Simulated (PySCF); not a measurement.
# Frontier orbitals and the lowest excitations

Species: (NMe2)3Si-NH-SiH3, C₆H₂₂N₄Si₂.
Structure used (PBE0-D3(BJ)/def2-SVP), in Å, numbered top down from 1:
```
atom  x, y, z in Å
Si1    0.2143   -0.2117   -0.0459
N2     0.6450   -0.4939    1.6106
C3     0.2563   -1.6699    2.3431
C4     1.2395    0.5322    2.4247
N5    -1.3791    0.4630   -0.1977
C6    -1.8476    1.1163   -1.3937
C7    -2.3625    0.3802    0.8497
N8     1.2883    0.8955   -0.8340
C9     2.4602    0.4617   -1.5451
C10    1.1788    2.3226   -0.6913
N11    0.2293   -1.7640   -0.8300
Si12  -1.1288   -2.4059   -1.7069
H13   -0.4959   -1.4533    3.1298
H14   -0.1751   -2.4176    1.6630
H15    1.1242   -2.1353    2.8507
H16    0.5365    0.9433    3.1778
H17    1.5901    1.3668    1.8017
H18    2.1171    0.1461    2.9788
H19   -2.1601    2.1606   -1.1933
H20   -2.7179    0.5954   -1.8389
H21   -1.0512    1.1439   -2.1512
H22   -2.7483    1.3819    1.1233
H23   -1.9235   -0.0627    1.7543
H24   -3.2350   -0.2380    0.5591
H25    2.5205    0.9352   -2.5444
H26    3.4008    0.7063   -1.0116
H27    2.4308   -0.6255   -1.7042
H28    1.1251    2.8286   -1.6758
H29    2.0419    2.7617   -0.1502
H30    0.2670    2.5837   -0.1342
H31    1.0233   -2.3823   -0.6980
H32   -0.7611   -3.7869   -2.1501
H33   -1.4696   -1.6023   -2.9220
H34   -2.3709   -2.4971   -0.8750
```

Method used: PySCF, TDDFT CAM-B3LYP/def2-SVPD, vertical, gas phase, core orbitals frozen in the response.

Frontier orbitals with the atoms that hold most of them (Löwdin shares over 4%, at most four atoms; ? is withheld):

```json
{"orbital": "HOMO-3", "ε (eV)": "-8.76", "atoms": "N11 53%, Si12 13%, H34 7%, H33 7%"}
{"orbital": "HOMO-2", "ε (eV)": "-7.86", "atoms": "N2 27%, N8 16%, N5 12%, Si1 6%"}
{"orbital": "HOMO-1", "ε (eV)": "-7.61", "atoms": "N5 37%, N8 18%, C7 6%, C6 6%"}
{"orbital": "HOMO", "ε (eV)": "?", "atoms": "?"}
{"orbital": "LUMO", "ε (eV)": "1.03", "atoms": "?"}
{"orbital": "LUMO+1", "ε (eV)": "1.47", "atoms": "Si12 13%, H31 9%, H34 6%, H33 6%"}
{"orbital": "LUMO+2", "ε (eV)": "1.57", "atoms": "Si12 30%, C4 7%, H34 6%, C10 6%"}
```

Question: Give the leading atoms of the HOMO.

Answer: N2 (bonded to 2 C and Si) 29%; N8 (bonded to 2 C and Si) 22%; N5 (bonded to 2 C and Si) 9%; C3 (bonded to N and 3 H) 5%. By element: nitrogen 60% or more, carbon 5% or more.

Question: Which atoms hold the LUMO, and with what shares?

Answer: Si12 (bonded to N and 3 H) 16%; H31 (bonded to N) 8%; C9 (bonded to N and 3 H) 7%; C3 (bonded to N and 3 H) 6%. By element: silicon 16% or more, carbon 14% or more, hydrogen 8% or more.

Question: What is the HOMO energy, and the HOMO–LUMO gap?

Answer: ε(HOMO) = -7.41 eV; the gap is 8.43 eV (0.3099 hartree).

Question: How does S1 compare with the orbital gap of 8.43 eV?

Answer: S1 is at 5.82 eV (f = 0.0049), 2.61 eV below the gap, made of HOMO→LUMO (75%). 

Next come S2 at 6.03 eV (f 0.014), HOMO-1→LUMO (53%), HOMO→LUMO+3 (12%), HOMO-2→LUMO (11%); S3 at 6.15 eV (f 0.014), HOMO-2→LUMO (46%), HOMO-1→LUMO+4 (10%), HOMO-1→LUMO (9%); S4 at 6.44 eV (f 0.0071), HOMO→LUMO+1 (52%), HOMO→LUMO+2 (15%), HOMO-3→LUMO (10%); S5 at 6.59 eV (f 0.019), HOMO-3→LUMO (34%), HOMO-3→LUMO+1 (15%), HOMO-2→LUMO+1 (13%).

Löwdin shares depend on the basis, the more so with diffuse functions.

One conformer stands for the species.
